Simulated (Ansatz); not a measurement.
hydrogen atom (H), doublet. Base run: B3LYP/aug-cc-pVDZ (Ansatz, a first-principles code).

Ansatz was given this input:
Ansatz 0.2 input:
```yaml
crystal:
  periodic: [false, false, false]
  atoms:
    - {symbol: H, position_ang: [0.00000000, 0.00000000, 0.00000000]}
basis:
  gaussian:
    orbitals: aug-cc-pVDZ
hamiltonian:
  xc: b3lyp
magnetization: {spin_polarized: true, initial_magnetization: 1}
```

The base run was repeated with changes; each row names its change, and settings that it needs were set with it.

| change | ΔE vs base (kcal/mol) |
|---|---|
| base | 0.000 |
| final_grid = 4, 8, 17 | 0.000 |
| lower_state_search = full | 0.000 |
| accuracy = high | 0.000 |
| final_grid = 6, 12, 29 | 0.000 |
| final_grid = 14, 28, 59 | 0.000 |
| point_charge = charge:1.0 position_ang:-0.3412, 2.378, -1.7969 | -1.46 |
| final_grid = 10, 20, 41 | 0.000 |
| point_charge = charge:-1.0 position_ang:-0.0349, 1.6134, -2.529 | -1.39 |
| nuclear_model = gaussian | 0.000 |
| point_charge = charge:0.5 position_ang:-1.8121, -0.2753, 2.375 | -0.351 |
